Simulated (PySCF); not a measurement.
**Telling isomers of C7H14O2 apart by NMR**

- geometry: GFN2-xTB
- shieldings: GIAO PBE0/pcSseg-1
- program: PySCF
- one averaged value for each set of equivalent atoms, no relativistic terms, one computed conformer, no solvent

Shifts are taken against calculated references (same method and geometry level): 1H (σ = 31.72 ppm), 13C (σ = 186.93 ppm) against TMS. Where no couplings were computed, multiplicities follow the n + 1 count of equivalent neighbours, and m marks all less simple cases (inequivalent or close neighbours, rings, F or P nearby). Shifts are as computed. Against solution values, carbons near 30 ppm lie about +3 ppm off and those near 130 ppm about +5 ppm. Of 1211 compounds with measured shifts, 218 miss one by over three times the rms of a fit or turn the order of signals round; such compounds aren't used in these exercises. OH and NH positions are gas-phase values without hydrogen bonding to other molecules.

(1) Tabulate the signals of `COC(C)(OC)C1CC1`, `CO[C@H]1CC[C@H](O)CC1` and their relative energies.

(2) What is the quickest way to tell COC(C)(OC)C1CC1 from CO[C@H]1CC[C@H](O)CC1?

## Answers

(1) 
```tsv
SMILES	carbon types	δC	δH	E rel. (kcal/mol)
COC(C)(OC)C1CC1	1×C 1×CH 2×CH2 3×CH3	103.4, 50.5, 26.6, 20.6, 3.4	3.43 (s, 6H), 1.40 (s, 3H), 0.76 (m, 1H), 0.53 (m, 2H), 0.31 (m, 2H)	27.2
CO[C@H]1CC[C@H](O)CC1	2×CH 4×CH2 1×CH3	79.3, 69.8, 58.3, 31.1, 26.3	4.21 (m, 1H), 3.51 (s, 3H), 3.37 (m, 1H), 1.98 (m, 2H), 1.97 (m, 2H), 1.71 (m, 2H), 1.42 (m, 2H), 0.08 (br s, 1H)	0.0
```

Energies are electronic energies at PBE0/pcSseg-1 on these geometries, without zero-point or thermal terms, each for the one conformer computed, which needn't be the lowest.

(2) Both give the same number of carbon signals, but DEPT or the intensities differ. The first has an sp3 carbon bearing two oxygens (C) at 103.4 ppm, the second an sp3 CH bonded to O at 79.3 ppm. In the proton spectra the most deshielded non-exchanging signals are 3.43 (s, 6H) and 4.21 (m, 1H).
